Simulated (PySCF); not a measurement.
# What a mistake does to a calculation on C2FH6Si

Calculated results; nothing here was measured. They come from PySCF 2.14.0, an open-source quantum chemistry program, on an isolated molecule that a program drew, which may never have been made. The molecule is C2FH6Si (charge 0, doublet), drawn as the SMILES string `[CH2]C[SiH2]F`.

Each row is a Hartree-Fock (HF) and frozen-core CCSD(T) single point in the cc-pV(D+d)Z basis, meant for a local HF minimum. Run 1 is clean. Each other run has one planted mistake out of seven kinds, and not every kind appears here: one electron removed, one electron added, multiplicity raised by two, geometry at a saddle point, minimal basis STO-3G, one bond length entered in bohr, all coordinates scaled. The reference is restricted for singlets and unrestricted otherwise, and also for a bond in bohr. Adding or removing an electron swaps singlet and doublet. Electrons count all cores. HOMO and LUMO are orbital energies over both spins, the gradient is its largest component, and the lowest frequency (negative if imaginary) is given only where the gradient is small. Bond lengths are over the 9 bonds as drawn. T1 is the CCSD diagnostic: over 0.02 (restricted) or 0.045 (unrestricted) a single reference is doubtful.

Geometry of the clean run:
```xyz
10
C2FH6Si, angstrom
C     0.1415    1.1112   -3.3903
C     0.4424   -0.3391   -3.1564
Si   -0.3553   -0.9668   -1.5768
F     0.0114   -2.5328   -1.3850
H    -0.7836    1.4112   -3.8667
H     0.7335    1.8803   -2.9100
H     1.5216   -0.5075   -3.0824
H     0.0793   -0.9525   -3.9872
H     0.1570   -0.2487   -0.3947
H    -1.8253   -0.8655   -1.6411
```

| run | electrons | basis functions | <S^2> | HOMO (eV) | LUMO (eV) | gradient (hartree/bohr) | lowest frequency (cm^-1) | mean bond (Å) | longest bond (Å) | T1 | HF (hartree) | CCSD(T) (hartree) | mistake |
|---|---|---|---|---|---|---|---|---|---|---|---|---|---|
| 1 | 41 | 95 | 0.763 | -9.41 | 3.12 | 1.9e-05 | 94 | 1.3669 | 1.878 | 0.0122 | -467.63183 | -468.24068 | no fault |
| 2 | 40 | 95 | 0.000 | -17.88 | -6.28 | 6.1e-02 | - | 1.3669 | 1.878 | 0.0229 | -467.34214 | -467.94448 | one electron removed |
| 3 | 42 | 95 | 0.000 | 0.31 | 9.42 | 3.4e-02 | - | 1.3669 | 1.878 | 0.0161 | -467.55792 | -468.20812 | one electron added |
| 4 | 41 | 95 | 3.772 | -3.70 | -3.57 | 9.4e-02 | - | 1.3669 | 1.878 | 0.0484 | -467.30430 | -467.92096 | multiplicity raised by two |
| 5 | 41 | 95 | 0.761 | -9.02 | 3.37 | 9.6e-02 | - | 1.2739 | 1.750 | 0.0115 | -467.58085 | -468.18046 | all coordinates scaled |
| 6 | 41 | 30 | 0.765 | -7.72 | 8.77 | 2.7e-02 | - | 1.3669 | 1.878 | 0.0080 | -461.92037 | -462.11226 | ? |

**Which mistake was planted in run 6, and what did it cost?**

It has 30 basis functions where the clean run has 95, with the same electrons and geometry. So the mistake is: minimal basis STO-3G. Subtracting run 1 and multiplying by 627.51 kcal/mol a hartree, the energy moved by 3584.0 kcal/mol in HF and 3845.6 kcal/mol in CCSD(T).

Cautions from the logs. Run 2: T1 is over the limit, so its CCSD(T) energy is less reliable; run 3: the HOMO is above zero, so the electron isn't bound and the energy depends on the basis; run 4: T1 is over the limit, so its CCSD(T) energy is less reliable.
